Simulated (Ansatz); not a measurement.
Start from `FC[CH2][GeH2][F]` and change one atom or group to get `FCCI`.

Ansatz, PBE0-D4/def2-TZVP geometries, multiplicity 1. Each molecule was computed in one conformer, which needn't be the lowest.

Elements past krypton have def2 core potentials. Scalar relativity is left out up to krypton.

```json
{"property": "HOMO–LUMO gap (PBE0/def2-TZVPP) / eV", "`FC[CH2][GeH2][F]`": "9.18"}
{"property": "size of the dipole moment (ωB97M-V/def2-TZVPP) / D", "`FC[CH2][GeH2][F]`": "2.18"}
{"property": "LUMO energy (ωB97M-V/def2-TZVPP) / eV", "`FC[CH2][GeH2][F]`": "1.87"}
{"property": "LUMO energy (B3LYP/def2-TZVPP) / eV", "`FC[CH2][GeH2][F]`": "-0.23"}
{"property": "HOMO–LUMO gap (ωB97M-V/def2-TZVPP) / eV", "`FC[CH2][GeH2][F]`": "13.24"}
{"property": "size of the dipole moment (B3LYP/def2-TZVPP) / D", "`FC[CH2][GeH2][F]`": "2.16"}
```

Problem. Give the same properties after the change, and the shifts. (Best estimate.)

Solution. Ansatz gave: 
```
                                          property  `FCCI`  shift
              HOMO–LUMO gap (PBE0/def2-TZVPP) / eV    6.56  -2.62
size of the dipole moment (ωB97M-V/def2-TZVPP) / D    0.30  -1.88
             LUMO energy (ωB97M-V/def2-TZVPP) / eV    0.93  -0.94
               LUMO energy (B3LYP/def2-TZVPP) / eV   -1.28  -1.05
           HOMO–LUMO gap (ωB97M-V/def2-TZVPP) / eV   10.69  -2.55
  size of the dipole moment (B3LYP/def2-TZVPP) / D    0.29  -1.87
```

With PBE0 the HOMO rises by 1.55 eV and the LUMO falls by 1.07 eV, so the gap narrows by about 2.62 eV. PBE moves the HOMO by 1.23 eV and ωB97M-V by 1.61 eV. Dipoles are sizes alone; their direction can turn.

B3LYP here is the variant with VWN-RPA as its local correlation; programs differ in this.

Spin–orbit coupling is left out; it splits and shifts lone-pair levels of the heavy atoms by tenths of an eV.
